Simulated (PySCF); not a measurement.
H8Ge3, triplet, at the geometry of the source list (a higher spin typed on purpose: for a closed-shell molecule this is an excited state); DF-R2SCAN/6-31G** run with PySCF.

Input for PySCF:
```python
from pyscf import gto, scf, dft

mol = gto.Mole()
mol.atom = '''
    Ge    1.918200    0.707600    0.011600
    Ge    0.174200   -0.908900   -0.116600
    Ge   -2.040400   -0.049200    0.097700
    H     3.296100    0.131300   -0.142500
    H     1.802800    1.750900   -1.061800
    H     1.950100    1.477000    1.298100
    H     0.399100   -1.988700    0.907400
    H     0.280800   -1.659700   -1.425800
    H    -2.407200    0.862300   -1.036300
    H    -2.259400    0.775000    1.332600
    H    -3.114300   -1.097700    0.135600
'''
mol.basis = '6-31g**'
mol.charge = 0
mol.spin = 2
mol.verbose = 4
mol.build()

mf = dft.UKS(mol)
mf.xc = 'r2scan'
mf.conv_tol = 1e-12
mf = mf.density_fit(auxbasis='def2-universal-jkfit')
mf.kernel()
```

The log (banner, timings and long lists left out):

```
PySCF version 2.14.0

[INPUT] verbose = 4
[INPUT] num. atoms = 11
[INPUT] num. electrons = 104
[INPUT] charge = 0
[INPUT] spin (= nelec alpha-beta = 2S) = 2
[INPUT] symmetry False subgroup None
[INPUT] Mole.unit = angstrom
[INPUT] Symbol           X                Y                Z      unit          X                Y                Z       unit  Magmom
[INPUT]  1 Ge     1.918200000000   0.707600000000   0.011600000000 AA    3.624872652141   1.337170205742   0.021920823045 Bohr   0.0
[INPUT]  2 Ge     0.174200000000  -0.908900000000  -0.116600000000 AA    0.329190290899  -1.717572074617  -0.220342066124 Bohr   0.0
[INPUT]  3 Ge    -2.040400000000  -0.049200000000   0.097700000000 AA   -3.855797184563  -0.092974525329   0.184626242370 Bohr   0.0
[INPUT]  4 H      3.296100000000   0.131300000000  -0.142500000000 AA    6.228726279179   0.248121040155  -0.269285972751 Bohr   0.0
[INPUT]  5 H      1.802800000000   1.750900000000  -1.061800000000 AA    3.406798257366   3.308721471501  -2.006511199063 Bohr   0.0
[INPUT]  6 H      1.950100000000   1.477000000000   1.298100000000 AA    3.685154915514   2.791125485983   2.453053482298 Bohr   0.0
[INPUT]  7 H      0.399100000000  -1.988700000000   0.907400000000 AA    0.754189696314  -3.758098343923   1.714737485430 Bohr   0.0
[INPUT]  8 H      0.280800000000  -1.659700000000  -1.425800000000 AA    0.530635095778  -3.136378448941  -2.694371508405 Bohr   0.0
[INPUT]  9 H     -2.407200000000   0.862300000000  -1.036300000000 AA   -4.548948727053   1.629510837212  -1.958323182887 Bohr   0.0
[INPUT] 10 H     -2.259400000000   0.775000000000   1.332600000000 AA   -4.269647205842   1.464537746538   2.518249033595 Bohr   0.0
[INPUT] 11 H     -3.114300000000  -1.097700000000   0.135600000000 AA   -5.885174069733  -2.074352366935   0.256246862491 Bohr   0.0

nuclear repulsion = 757.010454490354
number of shells = 60
number of NR pGTOs = 341
number of NR cGTOs = 136
basis = 6-31g**
ecp = {}

******** <class 'pyscf.df.df_jk.DFUKS'> ********
method = DFUKS
initial guess = minao
damping factor = 0
level_shift factor = 0
DIIS = <class 'pyscf.scf.diis.CDIIS'>
diis_start_cycle = 1
diis_space = 8
diis_damp = 0
SCF conv_tol = 1e-12
SCF conv_tol_grad = None
SCF max_cycles = 50
direct_scf = False
number electrons alpha = 53  beta = 51
XC library pyscf.dft.libxc version 7.1.2
    S. Lehtola, C. Steigemann, M. J. T. Oliveira, and M. A. L. Marques,  SoftwareX 7, 1–5 (2018)
XC functionals = r2scan
    J. W. Furness, A. D. Kaplan, J. Ning, J. P. Perdew, and J. Sun,  J. Phys. Chem. Lett. 11, 8208–8215 (2020)
    J. W. Furness, A. D. Kaplan, J. Ning, J. P. Perdew, and J. Sun,  J. Phys. Chem. Lett. 11, 9248–9248 (2020)
    J. W. Furness, A. D. Kaplan, J. Ning, J. P. Perdew, and J. Sun,  J. Phys. Chem. Lett. 11, 8208–8215 (2020)
    J. W. Furness, A. D. Kaplan, J. Ning, J. P. Perdew, and J. Sun,  J. Phys. Chem. Lett. 11, 9248–9248 (2020)
radial grids:
    Treutler-Ahlrichs [JCP 102, 346 (1995); DOI:10.1063/1.469408] (M4) radial grids

becke partition: Becke, JCP 88, 2547 (1988); DOI:10.1063/1.454033
pruning grids: <function nwchem_prune>
grids dens level: 3
symmetrized grids: False
atomic radii adjust function: <function treutler_atomic_radii_adjust>
small_rho_cutoff = 0
Set gradient conv threshold to 1e-06
tot grids = 140384
init E= -6233.09444492504

cycle= 1 E= -6234.64782725507  delta_E= -1.55  |g|= 0.491  |ddm|=    5

cycle= 2 E= -6234.61810466602  delta_E= 0.0297  |g|= 0.606  |ddm|= 1.22

cycle= 3 E= -6234.6903217116  delta_E= -0.0722  |g|= 0.0433  |ddm|= 1.13

cycle= 4 E= -6234.69170375132  delta_E= -0.00138  |g|= 0.0154  |ddm|= 0.306

cycle= 5 E= -6234.69184577885  delta_E= -0.000142  |g|= 0.00744  |ddm|= 0.0536

cycle= 6 E= -6234.69187347481  delta_E= -2.77e-05  |g|= 0.00418  |ddm|= 0.0529

cycle= 7 E= -6234.69188931328  delta_E= -1.58e-05  |g|= 0.00144  |ddm|= 0.0216

cycle= 8 E= -6234.6918908119  delta_E= -1.5e-06  |g|= 0.000339  |ddm|= 0.0104

cycle= 9 E= -6234.69189093213  delta_E= -1.2e-07  |g|= 0.00011  |ddm|= 0.00377

cycle= 10 E= -6234.69189095277  delta_E= -2.06e-08  |g|= 6.13e-05  |ddm|= 0.00224

cycle= 11 E= -6234.69189095971  delta_E= -6.94e-09  |g|= 3.73e-05  |ddm|= 0.00141

cycle= 12 E= -6234.69189096289  delta_E= -3.18e-09  |g|= 2.08e-05  |ddm|= 0.00111

cycle= 13 E= -6234.69189096409  delta_E= -1.19e-09  |g|= 1.44e-05  |ddm|= 0.000794

cycle= 14 E= -6234.69189096459  delta_E= -4.98e-10  |g|= 5.14e-06  |ddm|= 0.000617

cycle= 15 E= -6234.69189096465  delta_E= -6.55e-11  |g|= 1.15e-06  |ddm|= 0.000258

cycle= 16 E= -6234.69189096467  delta_E= -1.91e-11  |g|= 4.16e-07  |ddm|= 3.79e-05

cycle= 17 E= -6234.69189096464  delta_E= 3e-11  |g|= 1.89e-07  |ddm|= 6.93e-06

cycle= 18 E= -6234.69189096465  delta_E= -9.09e-12  |g|= 5.73e-08  |ddm|= 2.2e-06

cycle= 19 E= -6234.69189096464  delta_E= 1.09e-11  |g|= 3.78e-08  |ddm|= 6.73e-07

cycle= 20 E= -6234.69189096466  delta_E= -2.09e-11  |g|= 2e-08  |ddm|= 3.05e-07

cycle= 21 E= -6234.69189096464  delta_E= 2.09e-11  |g|= 1.1e-08  |ddm|= 9.47e-08

cycle= 22 E= -6234.69189096466  delta_E= -2e-11  |g|= 9.11e-09  |ddm|= 7.37e-08

cycle= 23 E= -6234.69189096466  delta_E=    0  |g|= 9.52e-09  |ddm|= 1.61e-07

Extra cycle  E= -6234.69189096464  delta_E= 1.64e-11  |g|= 2.04e-08  |ddm|= 1.46e-07
converged SCF energy = -6234.69189096464  <S^2> = 2.0067265  2S+1 = 3.004481
```
